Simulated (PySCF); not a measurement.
C₆ coefficients of unlike pairs at PBE0

Calculated with PySCF 2.14 from the dipole response of each species, C₆(A,B) = (3/π) ∫ α_A(iu) α_B(iu) du, in atomic units, from isotropic polarisabilities. For ions this is the dispersion term alone; charge-induced terms of lower order in 1/R come first.

| species | configuration | basis | relativity | α (bohr³) | C₆ (like pair) |
| --- | --- | --- | --- | --- | --- |
| Sn | [Kr] 4d10 5s2 5p2 (3P) | aug-cc-pwCVTZ-DK3 with one added diffuse shell each of s, p, d, f type (11s10p8d5f1g) | spin-free X2C | 58.66 | 644.0 |
| Pt(2+) | [Xe] 4f14 5d8 (3F) | def2-TZVPPD with the def2 core potential (60 electrons) (6s5p3d2f1g) | core potential | 8.109 | 52.15 |
| Hg(3+) | [Xe] 4f14 5d9 (2D) | aug-cc-pVTZ-PP with one added diffuse shell each of s, p, d, f, g type with ECP60MDF (7s7p6d4f3g) | core potential | 5.624 | 32.34 |
| F(2+) | [He] 2s2 2p3 (4S) | aug-cc-pVTZ (5s4p3d2f) | none | 1.248 | 1.581 |

(1) Estimate C₆ for Hg(3+) with Pt(2+).

No spin-orbit coupling is included.

The other pairs:

| pair | C₆ |
| --- | --- |
| F(2+), Hg(3+) | 7.145 |
| F(2+), Pt(2+) | 9.019 |
| Hg(3+), Sn | 113.1 |
| Pt(2+), Sn | 152.0 |
| F(2+), Sn | 24.90 |

## Answers

(1) The integral gives 40.90. The combination rule 2 C_A C_B / (C_A α_B/α_A + C_B α_A/α_B) gives 40.74 and the geometric mean 41.07.
